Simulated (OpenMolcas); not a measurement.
# Br IV: the spin-orbit constant, Slater's ratio, worked from levels

```yaml
Program: OpenMolcas 26.06
Basis: ANO-R1 [5s4p3d1f]
Scalar_Hamiltonian: X2C, finite nucleus
Active_space: 4 electrons in 4 orbitals (4s 4p)
State_averaging: 2S+1 = 3 even, 6 roots; 2S+1 = 1 even, 12 roots; 2S+1 = 5 odd, 1 root; 2S+1 = 3 odd, 9 roots; 2S+1 = 1 odd, 8 roots
Spin-orbit_coupling: RASSI with atomic mean-field integrals over the reference wave functions, term energies averaged over their components
```

Methods: CASSCF; MS-CASPT2, IPEA 0.25 Eh, imaginary shift 0.1 Eh (closed shells correlated: 3d).

**The spin-orbit constant.** For the Hund term ³P of p2, E(J) = (A/2) J(J+1) + constant and ζ = 2S·A = 2A. From J = 0 to J = 2 the energy changes by 3 A.

| Source | E(2) - E(0) | A | ζ |
| --- | --- | --- | --- |
| CASSCF | 5506.2 | 1835.4 | 3671 |
| MS-CASPT2 | 5411.5 | 1803.8 | 3608 |

All in cm-1. Both methods take the spin-orbit matrix elements from the reference wave functions, so the second can move ζ only through the term energies and any multistate remixing. Second-order mixing with other terms is absorbed into this ζ.

**Slater's ratio.** With one set of orbitals, p2 has ¹D - ³P = 6 F2 and ¹S - ¹D = 9 F2 (F2 = F²/25), a ratio of 3/2. Term energies are centres of gravity, weighted by 2J + 1.

```csv
Source,¹D - ³P,¹S - ³P,F2 from the first,Ratio
CASSCF,14959,28593,2493,0.911
MS-CASPT2,13523,31072,2254,1.298
```

Energies in cm-1. A ratio away from 3/2 shows effects beyond one configuration with one set of orbitals, and in heavier atoms second-order spin-orbit shifts. In CASSCF the valence s occupation is 1.92 in ¹S against 1.98 in ¹D: mixing out of s² acts most on ¹S and pulls it down.

CASPT2 breaks the degeneracy within a term, and the mean is taken; among the terms shown or strongly mixed into the levels shown the widest spread is 48 cm-1 (4s² 4p² ¹D, MS-CASPT2). Over all roots computed the reference weight is 0.86 to 0.97 in MS-CASPT2; the roots of lowest weight are the least certain, and an intruder state may touch them. The basis is small and was not contracted for so high a charge. Levels of configurations outside the active space are missing.
